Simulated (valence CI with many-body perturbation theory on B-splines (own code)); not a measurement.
**Which ion has this spectrum?**

A relativistic CI+MBPT calculation for an atom or ion with 8 electrons gives these levels (cm⁻¹):

```csv
J,Parity,E,g
2,even,0,1.50
1,even,1769,1.50
0,even,2519,
2,even,36096,1.00
0,even,77600,
2,odd,283274,1.50
1,odd,284903,1.50
0,odd,285745,
1,odd,397843,1.00
0,even,663104,
2,odd,668236,2.00
1,odd,683987,2.00
3,odd,727383,1.33
2,odd,727414,1.17
```

The energies are calculated, with errors of about 220 cm⁻¹, more in some levels.

Question: Which is it?
A. P7+
B. Mg4+
C. Al5+
D. F+

Answer: B. Mg4+, ground level 2s2 2p4 3P_2.
